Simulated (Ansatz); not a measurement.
A set of 12 reactions (atomization), with CCSD(T)/CBS values in kJ/mol:

```csv
reaction,ΔE
`C=C(C)CN` → 4 C• + 9 H• + N•,5535.1
`BCC[SiH2]Cl` → B• + 2 C• + Cl• + 8 H• + Si•,4627.1
`FC(F)Br` → Br• + C• + 2 F• + H•,1692.3
`F[SiH](F)[SiH](Cl)Cl` → 2 Cl• + 2 F• + 2 H• + 2 Si•,2864.2
`O[SiH]1C[Te]1` → C• + 4 H• + O• + Si• + Te•,2813.9
`NC(=S)C(N)=S` → 2 C• + 4 H• + 2 N• + 2 S•,3841.1
`C[SiH](F)[SiH2]S` → C• + F• + 7 H• + S• + 2 Si•,4103.7
`N[Si](N)(N)O` → 7 H• + 3 N• + O• + Si•,4464.0
`CB(F)O[SiH3]` → B• + C• + F• + 6 H• + O• + Si•,4336.3
`[NH2][GeH2][F]` → F• + Ge• + 4 H• + N•,2210.1
`[OH][GaH][GaH2]` → 2 Ga• + 4 H• + O•,1811.6
`N[SiH2]C1O[SiH2]1` → C• + 7 H• + N• + O• + 2 Si•,4161.8
```

Calculated with Ansatz (gas phase, PBE0-D4/def2-TZVP geometries, no zero-point term in ΔE). CBS: MP2 limit from def2 TZ/QZ plus the TZ coupled-cluster correction, frozen cores. This one scheme is used for every species, atoms too. Functionals use def2-TZVPP. B3LYP here is the variant with VWN-RPA as its local correlation; programs differ in this. No spin–orbit coupling; open shells (•) take unrestricted orbitals. Spin–orbit coupling would lower the free atoms: a little for B, C, Cl, F, O, S, Si; clearly for Br, Ga, Ge; strongly for Te. def2 core potentials past Kr. Bonds to Br, Ga, Ge, Te are less sure, by a few kJ/mol each and by 10 to 20 or more in all where they break to atoms, as the def2 sets lack core-valence functions. Scalar relativity is left out up to krypton. One conformer a species, not always the lowest.

Task: Give the mean, mean absolute and largest difference (level minus CCSD(T)/CBS, kJ/mol) for: r2SCAN-D4, ωB97X-V, ωB97M-V, B2PLYP, PBE, PBE0, B3LYP, HF/def2-TZVPP, MP2/def2-TZVPP, SCS-MP2/def2-TZVPP, HF/def2-QZVPP, HF/CBS(def2), MP2/CBS(def2), CCSD/CBS(def2). (An estimate is asked.)

Result: Computed: 
```
             level     mean  mean absolute  largest
         r2SCAN-D4      0.4           18.1     49.1
           ωB97X-V      9.3           13.7     37.8
           ωB97M-V      4.0           19.1     50.2
            B2PLYP    -48.1           48.1    -70.7
               PBE     31.5           47.2    199.9
              PBE0    -31.8           45.5    -71.3
             B3LYP    -46.9           46.9    -96.2
     HF/def2-TZVPP  -1007.0         1007.0  -1471.7
    MP2/def2-TZVPP    -40.5           44.6    -88.1
SCS-MP2/def2-TZVPP    -56.2           56.2    -82.1
     HF/def2-QZVPP  -1000.2         1000.2  -1465.8
      HF/CBS(def2)   -999.1          999.1  -1464.9
     MP2/CBS(def2)     62.7           62.7    122.5
    CCSD/CBS(def2)    -55.5           55.5   -109.3
```

The largest T1 diagnostic in the set is 0.018, for `NC(=S)C(N)=S` (customary mark 0.02).

CCSD(T)/CBS is a level of theory with its own doubt, and the functionals carry their triple-zeta basis error, so these figures describe this set and don't rank the functionals.
